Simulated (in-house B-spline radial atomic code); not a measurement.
## Pr2+: 2s2 2p6 3s2 3p6 3d10 4s2 4p6 4d10 4f3 5s2 5p6 6s2 (with a hole in an inner shell)

Computed with an all-electron radial atomic-structure program (B-spline basis): Dirac-Hartree-Fock, average of configuration, Fermi nucleus of rms radius 4.8919 fm.

Z_r = [3n² - l(l+1)]/(2<r>); Z_e = n√(-2ε); the last column is Slater's effective charge. Values are occupation-weighted means over j. An effective charge above Z reflects the relativistic contraction of the inner shells.

```tsv
shell	electrons	ε (eV)	<r> (bohr)	Z_r	Z_e	Slater
2s	2	-7355.9	0.1001	59.95	46.50	56.55
2p	6	-6712.9	0.08735	57.24	44.42	56.55
3s	2	-1685.7	0.2625	51.43	33.39	49.75
3p	6	-1460.1	0.2583	48.40	31.08	49.75
3d	10	-1109.5	0.2355	44.59	27.09	39.85
4s	2	-384.68	0.5968	40.21	21.27	33.25
4p	6	-304.09	0.6246	36.82	18.91	33.25
4d	10	-176.65	0.6802	30.87	14.41	21.85
5s	2	-78.068	1.403	26.72	11.98	12.70
5p	6	-53.426	1.58	23.11	9.91	12.70
4f	3	-45.396	0.8515	21.14	7.31	14.30
6s	2	-18.938	3.423	15.78	7.08	4.85
```

The least bound orbital is 6s1/2 at -18.94 eV, and it is also the most diffuse (<r> = 3.423 bohr). The part-filled 4f shell lies below the filled 6s shell in orbital energy.

Spin-orbit splittings of the orbital energies (j = l + 1/2 above j = l - 1/2 when positive): 2p 542.1 eV, 3p 111.4 eV, 3d 24.74 eV, 4p 24.81 eV, 4d 4.687 eV, 5p 4.045 eV, 4f 0.5346 eV.
